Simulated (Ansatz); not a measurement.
Process, species as SMILES: FCC(F)(F)F + 5 [H][H] (H2) → 2 C (CH4) + 4 F (HF)
Each molecule is optimised on its own at B3LYP-D3(BJ)/def2-TZVP (Ansatz, an electronic-structure program), one conformer each, not searched for the lowest.

Wanted: energy of full hydrogenation (electronic energy difference), in kJ/mol. Correlated levels leave the core frozen unless marked. No spin-orbit coupling. Non-relativistic unless marked X2C. CBS marks a two-point X^-3 extrapolation of the correlation energy; Hartree-Fock from the larger set. [CCSD(T)-MP2]/basis is that difference in the basis named.

```tsv
level	program	energy of full hydrogenation (kJ/mol)	minus last row
PBE0/def2-QZVPP	Ansatz	-405.6	-0.5
BHLYP-D4/def2-TZVPD	Ansatz + dftd4	-388.9	16.2
LC-wPBE-D3(BJ)/def2-TZVPD	Ansatz + dftd3	-390.7	14.4
B2GP-PLYP-D4/def2-TZVPD	Ansatz + dftd4	-388.6	16.5
B2PLYP-D4/def2-TZVPD	Ansatz + dftd4	-384.9	20.2
RI-MP2/CBS(cc-pVTZ,cc-pVQZ)	Ansatz	-425.9	-20.8
SCS-MP2/STO-3G	Ansatz	9.8	414.9
SCS-MP2/cc-pVDZ	Ansatz	-354.0	51.1
CCSD/aug-cc-pVTZ	Ansatz	-413.8	-8.7
CCSD(T)/6-31G	Ansatz	-306.9	98.2
CCSD(T)/6-31G*	Ansatz	-195.3	209.8
X2C-CCSD(T)/cc-pVTZ-DK	Ansatz	-383.4	21.7
RI-MP2/CBS(aug-cc-pVTZ,aug-cc-pVQZ)+[CCSD(T)-MP2]/aug-cc-pVDZ	Ansatz	-404.0	1.1
RI-MP2/CBS(cc-pVTZ,cc-pVQZ)+[CCSD(T)-MP2]/cc-pVTZ	Ansatz	-409.5	-4.4
CCSD(T)/CBS(cc-pVTZ,cc-pVQZ)	Ansatz	-405.1	0.0
```
